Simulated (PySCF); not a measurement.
**Multinuclear NMR of C5H4F4O2**

Molfile (atoms numbered from 1):
```
C5H4F4O2
     RDKit          3D

 15 14  0  0  0  0  0  0  0  0999 V2000
    4.6572    0.4803   -0.4766 F   0  0  0  0  0  0  0  0  0  0  0  0
    3.5327    0.3067    0.2119 C   0  0  0  0  0  0  0  0  0  0  0  0
    2.3915    0.0306   -0.4168 C   0  0  0  0  0  0  0  0  0  0  0  0
    1.2465   -0.1562    0.2835 O   0  0  0  0  0  0  0  0  0  0  0  0
    0.1081   -0.3753   -0.4051 C   0  0  0  0  0  0  0  0  0  0  0  0
   -1.0667   -0.4806    0.2163 C   0  0  0  0  0  0  0  0  0  0  0  0
   -1.2091   -0.3354    1.5268 F   0  0  0  0  0  0  0  0  0  0  0  0
   -2.2024   -0.8177   -0.4255 O   0  0  0  0  0  0  0  0  0  0  0  0
   -3.1730    0.1615   -0.4952 C   0  0  0  0  0  0  0  0  0  0  0  0
   -4.2873   -0.4380   -0.8882 F   0  0  0  0  0  0  0  0  0  0  0  0
   -2.8281    1.0730   -1.4135 F   0  0  0  0  0  0  0  0  0  0  0  0
    3.6341    0.4073    1.2950 H   0  0  0  0  0  0  0  0  0  0  0  0
    2.3465   -0.0591   -1.5072 H   0  0  0  0  0  0  0  0  0  0  0  0
    0.1545   -0.4892   -1.4903 H   0  0  0  0  0  0  0  0  0  0  0  0
   -3.3265    0.6679    0.4732 H   0  0  0  0  0  0  0  0  0  0  0  0
  1  2  1  0
  2  3  2  0
  3  4  1  0
  4  5  1  0
  5  6  2  0
  6  7  1  0
  6  8  1  0
  8  9  1  0
  9 10  1  0
  9 11  1  0
  2 12  1  0
  3 13  1  0
  5 14  1  0
  9 15  1  0
M  END
```

- geometry: PBE0-D3(BJ)/def2-SVP
- couplings computed with B3LYP/pcJ-1 (spin–dipole term only in couplings to heteroatoms)
- GIAO PBE0/pcSseg-1 shieldings
- program: PySCF
- one computed conformer, non-relativistic Hamiltonian, no solvent model, equivalent nuclei averaged

**Question.** Predict the ¹⁹F NMR data.

**Answer.** 
| atoms | environment | σ (ppm) | δ (ppm) |
| --- | --- | --- | --- |
| F10/F11 | fluorine of a CF2 group | 278.5 | -86.7 |
| F7 | vinylic fluorine | 292.7 | -115.0 |
| F1 | vinylic fluorine | 360.2 | -178.5 |

Shieldings were converted by a linear fit to measured shifts: ¹⁹F: δ = 160.63 − 0.942σ +14.9 on sp3 carbon (rms 6.9 ppm, 221 shifts, 7.7 ppm with the 5 outliers that the fit left out vs CFCl3, solution or neat liquid). A few per cent of atoms miss by over 2 rms, more outside the fitted compound classes. Couplings are scaled by factors fitted to measured values: ³J(H,H) × 0.91 (rms 0.4 Hz, 0.5 with 2 outliers), ¹J(C,F) × 0.77 (rms 7.3 Hz), ²J(C,F) × 1.09 (rms 1.9 Hz, 5.0 with 1 outliers), ³J(C,F) × 1.48 (rms 1.3 Hz); all others are unscaled and can be 10–30 % off.

Couplings (the largest are listed; each averaged over equivalent pairs): ¹J(C6,F7) = -274.0 Hz, ¹J(C9,F10) = -254.7 Hz, ¹J(F1,C2) = -246.8 Hz, ²J(F10,F11) = 112.6 Hz, ²J(F1,H12) = 83.6 Hz, ²J(F10,H15) = 82.9 Hz, ²J(F1,C3) = 50.3 Hz, ²J(O8,F10) = -35.8 Hz, ²J(C5,F7) = 24.8 Hz, ²J(F7,O8) = -2.4 Hz, ³J(F7,H14) = 11.4 Hz, ³J(C6,F10) = 8.3 Hz.

On a 400 MHz spectrometer ¹⁹F resonates near 376.4 MHz, so 1 ppm is 376.4 Hz.

**Question.** Where does ¹⁷O resonate?

**Answer.** 
| atoms | environment | σ (ppm) | δ (ppm) |
| --- | --- | --- | --- |
| O8 | ether oxygen | 171.3 | 111.3 |
| O4 | ether oxygen | 225.2 | 63.2 |

Shieldings were converted by a linear fit to measured shifts: ¹⁷O: δ = 264.06 − 0.892σ (rms 13.4 ppm, 147 shifts, 14.2 ppm with the 1 outlier that the fit left out vs liquid water, solution or neat liquid). Occasional misses reach two or three times the rms, and more in compound classes unlike the fitted ones. Couplings are scaled by factors fitted to measured values: ³J(H,H) × 0.91 (rms 0.4 Hz, 0.5 with 2 outliers), ¹J(C,F) × 0.77 (rms 7.3 Hz), ²J(C,F) × 1.09 (rms 1.9 Hz, 5.0 with 1 outliers), ³J(C,F) × 1.48 (rms 1.3 Hz); all others are unscaled and can be 10–30 % off.

Couplings (the largest are listed; each averaged over equivalent pairs; quadrupolar broadening usually hides them): ²J(O8,F10) = -35.8 Hz, ²J(O8,H15) = -5.5 Hz, ²J(F7,O8) = -2.4 Hz, ²J(O4,H13) = -1.2 Hz, ²J(O4,H14) = -1.0 Hz, ³J(F1,O4) = 4.8 Hz, ³J(O4,F7) = -3.0 Hz.

On a 600 MHz spectrometer ¹⁷O resonates near 81.3 MHz, so 1 ppm is 81.3 Hz.
